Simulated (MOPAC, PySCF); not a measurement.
C$_{3}$H$_{8}$OSi, SMILES `C/C(O)=C\[SiH3]` (C–C–O–H torsion 180°), neutral singlet in the gas phase. 

Cartesian coordinates (Å):
```xyz
13

C     -1.1343     0.4933     0.8358
C     -0.8099    -0.1711    -0.4591
O     -1.8869    -0.4773    -1.2283
C      0.4172    -0.4724    -0.8944
Si     1.9804    -0.1269     0.0224
H     -0.2389     0.7175     1.4141
H     -1.7783    -0.1496     1.4454
H     -1.6679     1.4336     0.6607
H     -2.6925    -0.2007    -0.7837
H      0.4763    -0.9576    -1.8651
H      3.1313    -0.6077    -0.7857
H      2.1762     1.3274     0.2896
H      2.0273    -0.8086     1.3483
```
Charge 0, spin multiplicity 1.

All levels are single points at this geometry (PBE0-D3(BJ)/def2-TZVP); Pople sets use spherical d functions. Orbital energies aren't observables, and empty levels follow the basis.

PBE-D3(BJ)/def2-TZVP in PySCF gives HOMO (eV) = -5.56.

Question: Estimate the HOMO (eV) from each of these levels: PBE0-D3(BJ)/def2-TZVP in PySCF; B3LYP/6-31G* in PySCF; BP86/6-31G* in PySCF; M06-2X/6-31G* in PySCF; HF/3-21G in PySCF; HF/6-31G* in PySCF; PM3 in MOPAC; PM6 in MOPAC.

Answer: 
| level | HOMO (eV) |
|---|---|
| PBE0-D3(BJ)/def2-TZVP in PySCF | -6.71 |
| B3LYP/6-31G* in PySCF | -6.16 |
| BP86/6-31G* in PySCF | -5.30 |
| M06-2X/6-31G* in PySCF | -7.63 |
| HF/3-21G in PySCF | -9.07 |
| HF/6-31G* in PySCF | -9.10 |
| PM3 in MOPAC | -9.03 |
| PM6 in MOPAC | -9.50 |
